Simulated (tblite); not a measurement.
Compound: CH5NOSi.
Structure used (GFN2-xTB), in Å, numbered top down from 1:
```
atom  x, y, z in Å
N1    -1.2785   -0.4532   -0.5245
Si2   -0.0731    0.6931   -0.0855
C3     1.3844   -0.4097    0.4873
O4     2.2701   -0.0412    1.2160
H5    -2.1199   -0.1344   -0.9771
H6    -1.4925   -1.2255    0.0872
H7    -0.3805    1.6395    0.9912
H8     0.2921    1.3903   -1.3169
H9     1.4115   -1.4528    0.0972
```

Level: GFN2-xTB in tblite, geometry and Hessian alike; calculated harmonic values, unscaled, isolated species. Against measured fundamentals such values can be off by several per cent, at times by over 20. Modes of hydrogen on silicon can be 10 to 20 % off. One conformer, not necessarily the lowest.

Harmonic wavenumbers (cm⁻¹): 45.9, 163.4, 225.6, 341.2, 455.2, 523.0, 551.5, 677.4, 698.3, 767.9, 788.4, 830.6, 910.2, 1366.5, 1521.6, 1755.2, 2230.3, 2277.8, 2667.3, 3467.2, 3502.6.

A = 16877, B = 3226, C = 2839 MHz; mass 75.014 u (most abundant isotopes); point group C1, symmetry number 1.

Question: What is the zero-point energy?

Answer: ½Σν̃ = 12884 cm⁻¹ = 154.12 kJ/mol.

Question: Give the ideal-gas entropy at 298.15 K and 1 bar in the rigid-rotor, harmonic-oscillator model (classical rotation).

Answer: Translation 162.70, rotation 105.21, vibration 58.53: S = 326.4 J/(mol K).

Question: And Cp and H(298.15 K) − H(0)?

Answer: Cp = 97.45 J/(mol K), of which vibrations give 64.19 (their classical limit is 21 R = 174.6); H(298.15 K) − H(0) = 19.25 kJ/mol without the zero-point energy, 9.33 from vibrations.

Question: Blend soft modes into free rotors: weight 1/[1 + (100 cm⁻¹/ν̃)⁴] for the oscillator and the rest for a rotor with moment μB/(μ + B), μ = h/(8π²ν), B = 10⁻⁴⁴ kg m². What vibrational entropy results?

Answer: 53.07 J/(mol K) in place of 58.53, which changes −T·S at 298.15 K by +1.63 kJ/mol.

Question: How do the functions run with temperature in this model?

Answer: 
```
 T (K)  S (J/(mol K))  Cp (J/(mol K))  H − H(0) (kJ/mol)  G − H(0) (kJ/mol)  ln q(vib)
    50          215.6            42.7               1.89              -8.90       0.32
   100          248.3            52.9               4.27             -20.56       0.88
373.15          349.8           110.4              27.06            -103.45       4.22
   500          384.5           127.1              42.18            -150.08       5.81
   750          440.6           149.6              76.98            -253.51       8.74
  1000          485.9           164.8             116.40            -369.51      11.38
```

q(vib) and H(0) count from the zero-point level.

Question: What must be added to the electronic energy to get the Gibbs energy at 298.15 K and 1 bar?

Answer: ZPE + [H(298.15 K) − H(0)] − T·S = 154.12 + 19.25 − 97.33 = 76.04 kJ/mol.

Question: Which modes carry the vibrational entropy at 298.15 K?

Answer: 45.9 cm⁻¹: 20.86; 163.4 cm⁻¹: 10.50; 225.6 cm⁻¹: 8.01; 341.2 cm⁻¹: 5.05; 455.2 cm⁻¹: 3.26; 523.0 cm⁻¹: 2.52 J/(mol K); the other 15 give 8.32 together.

Hindered rotation and anharmonicity are outside this model. Other conformers, if any are populated, would add a mixing term that is left out. The structure is chiral; the term R ln 2 for an equal mix with its mirror image is left out.

Hardware: Arm Neoverse V1, one thread, on a shared host. Cost: 0.15 s of wall time. The figure is for the frequency step alone.
